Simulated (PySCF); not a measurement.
Al(Me)2(SiH3) (C2H9AlSi), SMILES [Al]([CH3])([SiH3])[CH3]. Atoms are numbered in the order given.

```xyz
13

Al     0.3153    -0.3005     0.2902
C      2.1690    -0.5448    -0.2990
H      2.6362    -1.4545     0.1137
H      2.7798     0.3118     0.0437
H      2.2675    -0.5727    -1.3972
C     -0.3755    -1.1293     1.9268
H     -1.1821    -1.8458     1.6859
H     -0.8311    -0.3771     2.5949
H      0.3916    -1.6743     2.5009
Si    -1.1713     1.0959    -1.0645
H     -2.4084     1.5270    -0.3384
H     -1.6253     0.3556    -2.2882
H     -0.4896     2.3383    -1.5526
```
Charge 0, spin multiplicity 1.

Coordinates come from a ωB97X-D3(BJ)/def2-SVP optimisation. The structure was generated by enumeration; whether it is a known compound was not checked.

Calculation: IEF-PCM-PBE0/def2-SVP run with PySCF.

The values are the electrostatic part of the solvation free energy, E(continuum) − E(gas) at the gas-phase geometry, in a cavity of scaled van der Waals radii (PySCF's table); cavitation and dispersion terms are not included. A continuum can't describe solvent molecules that bind to the metal. In vacuum the orbital gap is 5.83 eV. The dipole moment in vacuum is 1.44 D.

```tsv
solvent	ε	ΔG(elec) (kcal/mol)	dipole (D)	gap (eV)
water	78.36	-3.2	1.88	6.16
N,N-dimethylformamide	37.22	-3.1	1.87	6.15
chlorobenzene	5.70	-2.3	1.77	6.07
```
